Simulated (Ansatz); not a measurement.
Basis sets compared for the cluster SrSe₂⁻. Charge -1, multiplicity 2. Geometry PBE-D4/def2-TZVPD. Ansatz on 4 threads of Arm Neoverse V2 on a shared host; times are rough, and most runs start from earlier orbitals.

| atom | x (Å) | y (Å) | z (Å) |
| --- | --- | --- | --- |
| Sr1 | 0.004 | 0.012 | 0.006 |
| Se2 | 2.558 | -0.974 | -0.020 |
| Se3 | -2.562 | 0.962 | 0.014 |

In the def2 sets Sr takes a core potential; there is no spin–orbit coupling. The structure comes from a short search, and lower isomers may exist.

| level | functions | energy (Eh) | HOMO (eV) | LUMO (eV) | wall time |
| --- | --- | --- | --- | --- | --- |
| PBE-D4/def2-SVPD | 108 | -4832.6551 | -0.77 | -0.54 | 2.5 s |
| PBE0-D4/def2-SVPD | 108 | -4832.7943 | -1.72 | -0.03 | 3.2 s |

Task: Estimate the rows for PBE-D4/def2-TZVPD, PBE0-D4/def2-TZVPD.

Result: 
```json
{"level": "PBE-D4/def2-TZVPD", "functions": "147", "energy (Eh)": "-4833.2461", "HOMO (eV)": "-0.77", "LUMO (eV)": "-0.47", "wall time": "3 s"}
{"level": "PBE0-D4/def2-TZVPD", "functions": "147", "energy (Eh)": "-4833.3849", "HOMO (eV)": "-1.72", "LUMO (eV)": "0.05", "wall time": "5.5 s"}
```
